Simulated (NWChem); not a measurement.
The numbers come from NWChem runs, not from measurements. System: H6Al2, charge 0, spin multiplicity 1, at a geometry optimised with PBE0/def2-SVP. The structure started from a generated list of species. Level: TPSS/def2-TZVP.

Input file:

```
start mol
memory heap 200 mb stack 900 mb global 1100 mb
geometry units angstroms nocenter noautoz
  Al     0.000000     0.000000    -1.303875
  Al     0.000000     0.000000     1.303875
  H      0.000000    -1.158723     0.000000
  H     -1.423606     0.000000    -1.993099
  H      1.423606     0.000000    -1.993099
  H      0.000000     1.158723     0.000000
  H     -1.423606     0.000000     1.993099
  H      1.423606     0.000000     1.993099
  symmetry group D2h
end
basis spherical
  * library def2-tzvp
end
dft
  xc xtpss03 ctpss03
  semidirect memsize 60000000 filesize 0
  iterations 100
  grid fine
end
task dft energy
```

Part of the output:

```
             Northwest Computational Chemistry Package (NWChem) 7.3.0
             --------------------------------------------------------

                                NWChem Input Module
                                -------------------

 Scaling coordinates for geometry "geometry" by  1.889725989
 (inverse scale =  0.529177249)

 Turning off AUTOSYM since
 SYMMETRY directive was detected!

                             Geometry "geometry" -> ""
                             -------------------------

 Output coordinates in angstroms (scale by  1.889725989 to convert to a.u.)

  No.       Tag          Charge          X              Y              Z
 ---- ---------------- ---------- -------------- -------------- --------------
    1 Al                  13.0000     0.00000000     0.00000000    -1.30387500
    2 Al                  13.0000     0.00000000     0.00000000     1.30387500
    3 H                    1.0000     0.00000000    -1.15872300     0.00000000
    4 H                    1.0000    -1.42360600     0.00000000    -1.99309900
    5 H                    1.0000     1.42360600     0.00000000    -1.99309900
    6 H                    1.0000     0.00000000     1.15872300     0.00000000
    7 H                    1.0000    -1.42360600     0.00000000     1.99309900
    8 H                    1.0000     1.42360600     0.00000000     1.99309900

 Effective nuclear repulsion energy (a.u.)      77.7734088576

            Nuclear Dipole moment (a.u.)
            ----------------------------
        X                 Y               Z
 ---------------- ---------------- ----------------
     0.0000000000     0.0000000000     0.0000000000

      Symmetry information
      --------------------

 Group name             D2h
 Group number             26
 Group order               8
 No. of unique centers     3

      Symmetry unique atoms

     1    3    4


 Summary of "ao basis" -> "" (spherical)
 ------------------------------------------------------------------------------
       Tag                 Description            Shells   Functions and Types
 ---------------- ------------------------------  ------  ---------------------
[...]
   101     -0.106569  7 H  s                107      0.106569  8 H  s

 Vector   16  Occ=2.000000D+00  E=-2.798177D-01  Symmetry=b2g
              MO Center=  5.3D-15, -2.1D-17, -3.1D-14, r^2= 6.1D+00
   Bfn.  Coefficient  Atom+Function         Bfn.  Coefficient  Atom+Function
  ----- ------------  ---------------      ----- ------------  ---------------
    15      0.218864  1 Al px                52     -0.218864  2 Al px
    82     -0.178589  4 H  s                 88      0.178589  5 H  s
   100      0.178589  7 H  s                106     -0.178589  8 H  s
    83     -0.106500  4 H  s                 89      0.106500  5 H  s
   101      0.106500  7 H  s                107     -0.106500  8 H  s

 Vector   17  Occ=0.000000D+00  E=-6.220236D-02  Symmetry=b3g
              MO Center=  3.9D-16,  2.7D-15,  6.3D-15, r^2= 6.2D+00
   Bfn.  Coefficient  Atom+Function         Bfn.  Coefficient  Atom+Function
  ----- ------------  ---------------      ----- ------------  ---------------
    19      0.583998  1 Al py                56     -0.583998  2 Al py
    16      0.371684  1 Al py                53     -0.371684  2 Al py
     7     -0.084377  1 Al py                44      0.084377  2 Al py
    10     -0.067811  1 Al py                47      0.067811  2 Al py

 Vector   18  Occ=0.000000D+00  E=-1.094343D-02  Symmetry=b1u
              MO Center=  4.6D-15, -1.5D-15,  1.1D-13, r^2= 6.0D+00
   Bfn.  Coefficient  Atom+Function         Bfn.  Coefficient  Atom+Function
  ----- ------------  ---------------      ----- ------------  ---------------
     5      1.831968  1 Al s                 42     -1.831968  2 Al s
    20      0.802111  1 Al pz                57      0.802111  2 Al pz
    83     -0.437402  4 H  s                 89     -0.437402  5 H  s
   101      0.437402  7 H  s                107      0.437402  8 H  s
     4      0.379004  1 Al s                 41     -0.379004  2 Al s

 Vector   19  Occ=0.000000D+00  E=-8.904420D-03  Symmetry=b3u
              MO Center= -4.8D-12,  1.4D-15,  4.1D-14, r^2= 4.5D+00
   Bfn.  Coefficient  Atom+Function         Bfn.  Coefficient  Atom+Function
  ----- ------------  ---------------      ----- ------------  ---------------
    18      0.515090  1 Al px                55      0.515090  2 Al px
    83      0.400283  4 H  s                 89     -0.400283  5 H  s
   101      0.400283  7 H  s                107     -0.400283  8 H  s
    29     -0.210126  1 Al d  1              66      0.210126  2 Al d  1
    15      0.166759  1 Al px                52      0.166759  2 Al px

 center of mass
 --------------
 x =   0.00000000 y =   0.00000000 z =   0.00000000

 moments of inertia (a.u.)
 ------------------
         394.468676494499           0.000000000000           0.000000000000
           0.000000000000         413.980115420858           0.000000000000
           0.000000000000           0.000000000000          38.840112211415

     Multipole analysis of the density
     ---------------------------------

     L   x y z        total         alpha         beta         nuclear
     -   - - -        -----         -----         ----         -------
     0   0 0 0     -0.000000    -16.000000    -16.000000     32.000000

     1   1 0 0      0.000000      0.000000      0.000000      0.000000
     1   0 1 0      0.000000      0.000000      0.000000      0.000000
     1   0 0 1      0.000000      0.000000      0.000000      0.000000

     2   2 0 0    -26.632953    -27.791101    -27.791101     28.949248
     2   1 1 0     -0.000000     -0.000000     -0.000000      0.000000
     2   1 0 1      0.000000      0.000000      0.000000      0.000000
     2   0 2 0    -20.403713    -14.996507    -14.996507      9.589300
     2   0 1 1      0.000000      0.000000      0.000000      0.000000
     2   0 0 2    -24.183888   -119.388347   -119.388347    214.592807

 Task  times  cpu:        1.8s     wall:        1.8s

 Total times  cpu:        1.8s     wall:        1.8s
```
